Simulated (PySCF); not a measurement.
Al(F)(Br)(Me) (CH3AlBrF), SMILES [CH3][Al]([F])[Br].

Geometry: B3LYP-D3(BJ)/def2-SVP. The structure was generated by enumeration; whether it is a known compound was not checked.

The numbers are results of C-PCM-M06-2X/def2-SVP (PySCF), not measurements.

The values are the electrostatic part of the solvation free energy, E(continuum) − E(gas) at the gas-phase geometry, in a cavity of scaled van der Waals radii (PySCF's table); cavitation and dispersion terms are not included. A continuum can't describe solvent molecules that bind to the metal. In vacuum the orbital gap is 9.58 eV. The dipole moment in vacuum is 2.25 D.

Computed values in water (ε = 78.36), dichloromethane (ε = 8.93), ethylethanoate (ε = 5.99):
```json
[
 {"solvent": "water", "ε": "78.36", "ΔG(elec) (kcal/mol)": "-6.7", "dipole (D)": "2.70", "gap (eV)": "10.01"},
 {"solvent": "dichloromethane", "ε": "8.93", "ΔG(elec) (kcal/mol)": "-6.0", "dipole (D)": "2.65", "gap (eV)": "9.97"},
 {"solvent": "ethylethanoate", "ε": "5.99", "ΔG(elec) (kcal/mol)": "-5.6", "dipole (D)": "2.62", "gap (eV)": "9.94"}
]
```
